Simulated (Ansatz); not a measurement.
CH5NO2Si, SMILES `N[SiH]1OCO1`. The species carries charge 0 and has multiplicity 1. All single points use the PBE0-D4/def2-TZVP geometry. It is one conformer, not always the lowest.

```xyz
10

N    -1.192   -0.697   -1.276
Si   -0.608   -0.096    0.180
O     0.300    1.305    0.151
C     1.374    0.572    0.732
O     0.812   -0.736    0.783
H    -0.639   -0.818   -2.107
H    -2.152   -0.969   -1.395
H    -1.762   -0.098    1.104
H     1.606    0.941    1.736
H     2.262    0.596    0.092
```

**Question.** What is the dipole moment at r2SCAN/def2-TZVPP? (Estimate.)

**Answer.** The calculation gave: 1.80 D, with components (-0.89, -0.66, -1.41) D in this frame, pointing from negative to positive charge.

**Question.** And with PBE, B3LYP, ωB97M-V? (An estimate is asked.)

**Answer.** Ansatz gave: PBE 1.80 D, B3LYP 1.75 D, ωB97M-V 1.74 D.

**Question.** Give the Mulliken charges with r2SCAN, B3LYP, PBE in def2-TZVPP. (An estimate is asked.)

**Answer.** The calculation gave: 
| atom | r2SCAN | B3LYP | PBE |
| --- | --- | --- | --- |
| N1 | -0.46 | -0.41 | -0.39 |
| Si2 | 0.73 | 0.71 | 0.58 |
| O3 | -0.45 | -0.44 | -0.37 |
| C4 | 0.31 | 0.20 | 0.16 |
| O5 | -0.45 | -0.44 | -0.37 |
| H6 | 0.17 | 0.15 | 0.16 |
| H7 | 0.17 | 0.15 | 0.16 |
| H8 | -0.11 | -0.10 | -0.10 |
| H9 | 0.04 | 0.09 | 0.08 |
| H10 | 0.04 | 0.09 | 0.08 |

B3LYP here is the variant with VWN-RPA as its local correlation; programs differ in this.
